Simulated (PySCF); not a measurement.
Computed shifts of a molecule C4H6Si, PBE/pcSseg-1 run with PySCF, GIAO, gas phase, equivalent atoms averaged, in ppm (number of nuclei): ¹³C: 159.4 (2), 134.8 (2). ²⁹Si: -45.2 (1). ¹H: 7.61 (2), 6.64 (2), 5.03 (2). References: ¹³C against TMS (σ = 182.0 ppm); ²⁹Si against TMS (σ = 335.4 ppm); ¹H against TMS (σ = 31.49 ppm), references at their B3LYP-D3(BJ)/def2-TZVP geometries, non-relativistic. The structure is a stationary point at r2SCAN-D4/def2-SVP. Other conformers were not sampled.

Q: Which structure fits?
A. C#C/C=C/[SiH3]
B. C1=C[SiH2]C=C1
C. C#C[SiH2]C=C
D. C#CC(=C)[SiH3]

A: B, C1=C[SiH2]C=C1
